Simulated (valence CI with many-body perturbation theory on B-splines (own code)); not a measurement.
**Which ion has this spectrum?**

A relativistic CI+MBPT calculation for an atom or ion with 22 electrons gives these levels (cm⁻¹):

```
J  Parity       E     g
0    even       0      
1    even  193956  1.49
4    even  273439  1.09
2    even  274071  1.29
3    even  300701  1.19
0    even  446431      
4    even  464158  1.15
2    even  465158  1.14
3    even  478784  1.12
5    even  506202  1.08
6    even  525466  1.08
1    even  527169  1.16
4    even  556475  1.03
3    even  560496  1.11
```

The energies are calculated, and their last digits are not significant.

Problem. Which is it?
A. Sm40+
B. Gd42+
C. Pm39+
D. Eu41+

Solution. A. Sm40+, ground level (3d3/2^4) J=0.
